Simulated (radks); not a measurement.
Values are calculated unless marked as measured or tabulated.
Problem. These are the eigenvalues of the occupied orbitals of an atom or ion with whole-number occupations (Ry). Code: a radial shooting solver on a logarithmic mesh with Libxc functionals. Model: scalar-relativistic Kohn-Sham, r2SCAN, spin-unpolarised, spherical densities, finite nucleus; meta-GGA in the generalised Kohn-Sham scheme; Fermi nuclear charge, rms radius of each element as measured or else 0.836 A^(1/3) + 0.57 fm.

| orbital | eigenvalue |
|---|---|
| 1s | -4806.499 |
| 2s | -826.3643 |
| 2p | -725.8101 |
| 3s | -191.3111 |
| 3p | -161.1234 |
| 3d | -125.3337 |
| 4s | -41.34439 |
| 4p | -31.39937 |
| 4d | -18.47981 |
| 5s | -8.05448 |
| 5p | -5.64202 |
| 4f | -4.26599 |

Which element is it, and in what charge state? The configuration may be excited.

Solution. Z = 72, hafnium, charge +4: Hf4+ in [Xe] 4f14. The list shows which subshells hold electrons but not how many an open one holds; the 1s level, -2403.2 hartree, gives Z - s = 69.3 by -(Z - s)^2/2, which with screening and relativity narrows Z to a few neighbours, and the depths of the outer levels then fix element, charge and occupations together.
